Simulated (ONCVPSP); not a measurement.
# Transferability test, ONCV potential for Sn

```json
{
  "Element": "tin",
  "Generator": "ONCVPSP 4.0.1",
  "Type": "optimised norm-conserving Vanderbilt (ONCV)",
  "Functional": "PBEsol",
  "Relativity": "scalar-relativistic",
  "Frozen core": "[Kr]",
  "Valence charge": "14",
  "Reference configuration": "4d10 5s2 5p1.5 (charge +0.5)",
  "Partial waves": "5s: rc 2.10 bohr, ncon 5, nbas 8, qcut 2.5 1/bohr, 2 projectors, debl 1.2 Ha; 5p: rc 2.60 bohr, ncon 4, nbas 8, qcut 2.5 1/bohr, 2 projectors, debl 3.3 Ha; 4d: rc 1.10 bohr, ncon 4, nbas 9, qcut 8 1/bohr, 1 projector",
  "Local potential": "polynomial inside 0.85 bohr (lpopt 5, dvloc0 1 Ha)",
  "Core correction": "none"
}
```

Energies are relative to the spin-unpolarised reference configuration 4d10 5s2 5p1.5; without spin polarisation the order of configurations can differ from experiment.

```csv
valence configuration,charge,ΔE all-electron (eV),error AE − PS (meV)
4d10 5s2 5p2,0,-2.626,+0.4
4d10 5s2 5p1,+1,4.272,-1.6
4d10 5s2 5p0,+2,18.245,-14
4d9 5s2 5p2,+1,30.025,-123
```

Levels in the configuration 4d10 5s2 5p0:

| level | all-electron (eV) | pseudo (eV) |
| --- | --- | --- |
| 4d | -43.204 | -43.176 |
| 5s | -26.161 | -26.178 |

Note: ghosts flagged at negative energy: s at -290.6 eV, p at -81.5 eV; GHOST(+) flagged for s at 78.8 eV. A true bound ghost makes a file unfit for plane-wave use.
